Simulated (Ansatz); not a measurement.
Reaction (ligand exchange at a Ge–Cl bond): `C#[C][Ge]([F])([F])[Cl]` + H–F → `C#[C][Ge]([F])([F])[F]` + HCl

Program: Ansatz. Geometries: PBE0-D4/def2-TZVP. ΔE: electronic, gas phase. CCSD(T)/CBS adds triple-zeta CCSD(T) − MP2 to the extrapolated MP2 energy (def2 sets, frozen cores). This one scheme is used for every species. DFT in def2-TZVPP. B3LYP here is the variant with VWN-RPA as its local correlation; programs differ in this. For Ge outer-core shells are correlated without core-valence functions, which leaves a few kJ/mol of doubt a bond. Scalar relativity is left out up to krypton.

CCSD(T)/CBS gives +8.8 kJ/mol.

Problem. Another level gave +5.1 kJ/mol. Which?
A. BLYP-D4/def2-TZVPP
B. HF/def2-TZVPP
C. PBE-D4/def2-TZVPP
D. B3LYP/def2-TZVPP

Solution. A. BLYP-D4 5.1, PBE-D4 10.7, B3LYP 0.5, HF/def2-TZVPP -4.4 kJ/mol.

Problem. What do rigid-rotor, harmonic-oscillator terms from PBE0-D4/def2-TZVP frequencies (298.15 K, 1 bar) make of the CCSD(T)/CBS value? (Estimate.)

Solution. Ansatz gave: ΔZPE = -4.2 kJ/mol, ΔH = +3.7 kJ/mol, ΔS = -8 J/(mol·K), ΔG = +5.9 kJ/mol.

Largest T1 diagnostic among the species: 0.013.

The D4 term adds +5.6 kJ/mol with B3LYP and +3.1 kJ/mol with PBE0; it sums over pairs of atoms, weighted by their polarisabilities, and B3LYP, whose exchange is more repulsive, gets the larger term. Leaving LDA and LC-ωPBE aside and taking each functional with its dispersion term where it has one, the values, not all of them listed here, spread over 11.9 kJ/mol, from CAM-B3LYP-D4 to HSE06-D4. In def2-TZVPP, CCSD(T) changes the Hartree–Fock value by +7.9 kJ/mol (the triples alone add +1.8 kJ/mol) and MP2 by +13.2 kJ/mol.
